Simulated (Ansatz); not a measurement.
BBrClH3Si (`B[SiH](Cl)Br`) at its PBE0-D4/def2-TZVP geometry, where that method's forces vanish. Total charge 0; spin multiplicity 1.

```csv
atom,x (Å),y (Å),z (Å)
B1,-0.134,-0.586,-0.989
Si2,0.273,0.054,0.806
Cl3,-1.048,-0.095,2.352
Br4,-0.193,1.869,-0.512
H5,0.754,-0.682,-1.778
H6,-1.266,-0.829,-1.268
H7,1.613,0.270,1.389
```

Q: For each bond, give half the difference of the two atoms' forces along it (eV/Å; positive pushes the atoms apart) under PBE-D4, r2SCAN-D4, B3LYP-D4, ωB97M-V in def2-TZVPP. (Estimate.)

A: Computed: 
```json
{"bond": "B1–Si2", "length (Å)": "1.948", "PBE-D4": "-0.09", "r2SCAN-D4": "0.00", "B3LYP-D4": "0.10", "ωB97M-V": "0.08"}
{"bond": "B1–H5", "length (Å)": "1.192", "PBE-D4": "0.08", "r2SCAN-D4": "-0.03", "B3LYP-D4": "-0.13", "ωB97M-V": "-0.12"}
{"bond": "B1–H6", "length (Å)": "1.191", "PBE-D4": "0.08", "r2SCAN-D4": "-0.02", "B3LYP-D4": "-0.12", "ωB97M-V": "-0.12"}
{"bond": "Si2–Cl3", "length (Å)": "2.039", "PBE-D4": "0.21", "r2SCAN-D4": "0.06", "B3LYP-D4": "0.20", "ωB97M-V": "0.09"}
{"bond": "Si2–Br4", "length (Å)": "2.291", "PBE-D4": "0.20", "r2SCAN-D4": "0.08", "B3LYP-D4": "0.25", "ωB97M-V": "0.02"}
{"bond": "Si2–H7", "length (Å)": "1.477", "PBE-D4": "0.09", "r2SCAN-D4": "-0.02", "B3LYP-D4": "-0.15", "ωB97M-V": "-0.18"}
```

B3LYP here is the variant with VWN-RPA as its local correlation; programs differ in this.
